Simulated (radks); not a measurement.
The numbers below are computed, except where a source is named.
Task: The mean radii <r> (bohr) of the occupied orbitals of an atom or ion are listed with their occupations. Level of theory: scalar-relativistic Kohn-Sham, SCAN, spin-polarised, spherical densities, finite nucleus; meta-GGA in the generalised Kohn-Sham scheme; Fermi nuclear charge, rms radius of each element as measured or else 0.836 A^(1/3) + 0.57 fm (a radial shooting solver on a logarithmic mesh with Libxc functionals).

| orbital | occ. | <r> |
|---|---|---|
| 1s up | 1 | 0.01579 |
| 1s down | 1 | 0.01579 |
| 2s up | 1 | 0.06646 |
| 2s down | 1 | 0.06646 |
| 2p up | 3 | 0.06054 |
| 2p down | 3 | 0.06054 |
| 3s up | 1 | 0.1714 |
| 3s down | 1 | 0.1714 |
| 3p up | 3 | 0.1737 |
| 3p down | 3 | 0.1737 |
| 3d up | 5 | 0.1576 |
| 3d down | 5 | 0.1576 |
| 4s up | 1 | 0.3769 |
| 4s down | 1 | 0.3769 |
| 4p up | 3 | 0.4021 |
| 4p down | 3 | 0.4021 |
| 4d up | 5 | 0.4224 |
| 4d down | 5 | 0.4224 |
| 5s down | 1 | 0.8334 |
| 5s up | 1 | 0.8326 |
| 4f up | 7 | 0.4411 |
| 4f down | 7 | 0.4411 |
| 5p down | 3 | 0.9481 |
| 5p up | 3 | 0.9480 |
| 5d up | 5 | 1.235 |
| 5d down | 5 | 1.225 |
| 6s up | 1 | 2.158 |
| 6s down | 1 | 2.104 |
| 6p up | 2 | 2.754 |

Name the element and its charge.

Result: Z = 83, bismuth, charge +1: Bi+ in [Hg] 6p(up 2, down 0). The 1s radius gives Z: for a bare nucleus <r> = (2 gamma + 1)/(2Z) with gamma = sqrt(1 - (Z/c)^2), 0.01561 bohr for Z = 83, and screening makes it slightly larger (0.01579 here). The occupations add up to 82, and the charge is Z minus that.
